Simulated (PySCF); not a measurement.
# Hartree-Fock beside MP2: BClFH2Si anion

These are calculations, not measurements. The program is PySCF 2.14.0, an open-source quantum chemistry code, run on an isolated molecule that a program drew, which may never have been made. The molecule is BClFH2Si anion (charge -1, singlet), drawn as the SMILES string `F[SiH-]BCl`.

The geometry was optimised and harmonic frequencies were computed with HF and MP2, all in the aug-cc-pV(D+d)Z basis, for the commonest isotopes, with a restricted reference for singlets and an unrestricted one otherwise, and a frozen core in MP2. Each result is a local minimum of its method.

Geometry at the HF minimum:
```xyz
6
BClFH2Si anion, angstrom
F     1.6736   -0.6362    1.4372
Si    0.5100   -1.8161    1.7152
B    -1.0765   -0.9977    2.5890
Cl   -1.0858    0.4694    3.6976
H    -0.0084   -2.0571    0.3086
H    -2.1225   -1.5949    2.6599
```

Lengths of the bonds as drawn, in Å (atoms numbered as above):
```
  bond     HF    MP2
F1-Si2  1.680  1.694
Si2-B3  1.988  1.898
B3-Cl4  1.839  1.847
Si2-H5  1.518  1.498
 B3-H6  1.206  1.215
```

Rotational constants, in GHz:
```
constant     HF    MP2
       A  10.05   10.8
       B  2.016  1.923
       C  1.707  1.645
```

Harmonic frequencies in cm^-1, each column in rising order, so a row needn't be the same motion in every method:
```
rank    HF   MP2
   1    99    92
   2   183   209
   3   270   266
   4   461   403
   5   539   536
   6   717   639
   7   777   705
   8   801   792
   9   861   855
  10  1095     ?
  11  2074  2176
  12  2618  2545
```

**Estimate the missing MP2 frequency from the HF column.**

A single factor s that minimises the squared misfit of MP2 against s times HF over the other rows is sum(HF x MP2) / sum(HF^2) = 0.9910, with an rms misfit of 52 cm^-1. For rank 10 it gives 0.9910 x 1095 = 1085 cm^-1. The calculation gives 1032 cm^-1, 53 cm^-1 below the estimate. The drawn bonds are on average 0.8 % shorter in MP2 than in HF.
